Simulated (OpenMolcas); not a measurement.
**d9 ions of charge +2 down a group with 6 sulfide ligands in octahedral coordination**

```
Program             : OpenMolcas
Method              : SS-CASPT2, IPEA 0.25 Eh, imaginary shift 0.1 Eh
Spin-orbit coupling : state interaction with AMFI integrals over the reference wave functions
```

The d shell is active; CASPT2 correlates the ligand valence shells and the outer metal core. Anionic complexes are neutralised by point charges behind the ligands. Distances were set from a Shannon-type radius of the metal (high-spin where two are listed) plus a fixed donor radius (S 1.78 Å). Ligand basis ANO-RCC-VDZP, DKH2 Hamiltonian. States (labels of O, the rotations of Oh). Energies in cm-1 above the lowest state or level, χT in cm3 K/mol; 10Dq is the gap between the two states. Spin-only χT is S(S+1) / 2 for the spin of the ground state.

```json
{"Ion": "Cu2+", "Shell": "3d9", "R (Å)": "2.51", "Metal basis": "ANO-RCC-VTZP", "Outer charge (e at Å behind ligand)": "1.7 at 2.8", "Ground state": "2E", "First state of that spin": "2T2 2950", "10Dq": "2951", "First gap with spin-orbit (degeneracies)": "2410 (4, 2)", "χT at 300 K": "0.822", "Spin-only χT": "0.375"}
{"Ion": "Ag2+", "Shell": "4d9", "R (Å)": "2.72", "Metal basis": "ANO-RCC-VDZP", "Outer charge (e at Å behind ligand)": "1.7 at 2.6", "Ground state": "2E", "First state of that spin": "2T2 4600", "10Dq": "4600", "First gap with spin-orbit (degeneracies)": "3570 (4, 2)", "χT at 300 K": "0.757", "Spin-only χT": "0.375"}
```

The rows also differ in their metal basis and outer charges, so part of each step comes from that.

|10Dq| changes by a factor of 4600 / 2951 = 1.56 from Cu2+ to Ag2+.

χT departs most from the spin-only value for Cu2+, by +0.447 cm3 K/mol.

Roots that are degenerate in the reference are averaged as groups; the widest CASPT2 spread within a group is 230 cm-1 (the 3-fold group of multiplicity 2 near 4600 cm-1 above the lowest state of its run, Ag2+). Shifts and gaps below about the spread of the groups concerned are not significant. Over all roots computed the reference weight is 0.63 in Cu2+, 0.64 in Ag2+; a low but even weight reflects the number of correlated electrons. An orbital doublet at a regular site is open to a Jahn-Teller distortion, which this geometry leaves out. The sulfide ions are held by bare point charges, a crude embedding. Ligand-to-metal charge-transfer states are missing. A single d shell leaves out the double-shell effect, which counts most for late 3d ions, where the CASPT2 field can be off either way by tens of per cent (holds for Cu2+). With oxide or sulfide held by bare charges the field of late divalent 3d ions can come out several times too small, and g and χT far too large (holds for Cu2+). With one d shell and no ligand orbital active, 10Dq can be off by tens of per cent for divalent 3d ions, low with halides held by bare charges and at times high in hosts, and the orbital part of g and χT goes as 1/10Dq (holds for Cu2+). Free-ion shares, where given, are those of the reference states; single-state CASPT2 does not remix them (holds for Cu2+). The least metal-like active orbital is 84 % on the metal (Löwdin) and no ligand orbital is active, so the numbers are rough (holds for Ag2+). With one d shell and no ligand orbital active, 10Dq can be off by a tenth or more (holds for Ag2+). No measured value stands beside these numbers; the geometry was imposed, not optimised, and the real ion may take another.
